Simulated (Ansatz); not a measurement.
C2H7ClSi2 can be A, `[SiH3]/C=C\[SiH2]Cl`, or B, `ClC1C[SiH2][SiH2]1`.

Gas-phase electronic energies from Ansatz, PBE0-D4/def2-TZVP geometries. CCSD(T)/CBS adds triple-zeta CCSD(T) − MP2 to the extrapolated MP2 energy (def2 sets, frozen cores). DFT in def2-TZVPP. B3LYP here is the variant with VWN-RPA as its local correlation; programs differ in this. Each species was taken in one conformer, which may not be the lowest.

Task: Which is lower in electronic energy at CCSD(T)/CBS, and by how much? (Best estimate.)

Result: Ansatz gave: A, by 115.0 kJ/mol.

Task: Give E(B) − E(A) in kJ/mol with CCSD/def2-TZVPP, PBE0-D4, PBE-D4, CCSD(T)/def2-TZVPP, B3LYP-D4, B3LYP, MP2/def2-TZVPP. (An estimate is asked.)

Result: Ansatz gave: CCSD/def2-TZVPP 119.1, PBE0-D4 91.1, PBE-D4 90.2, CCSD(T)/def2-TZVPP 114.9, B3LYP-D4 125.2, B3LYP 128.9, MP2/def2-TZVPP 111.8. None reverses the order clearly.

Largest T1 diagnostic: 0.012.

The D4 term adds −3.7 kJ/mol with B3LYP and −1.4 kJ/mol with PBE0; it sums over pairs of atoms, weighted by their polarisabilities, and B3LYP, whose exchange is more repulsive, gets the larger term. In def2-TZVPP, CCSD(T) changes the Hartree–Fock value by −43.2 kJ/mol (the triples alone add −4.2 kJ/mol) and MP2 by −46.3 kJ/mol.
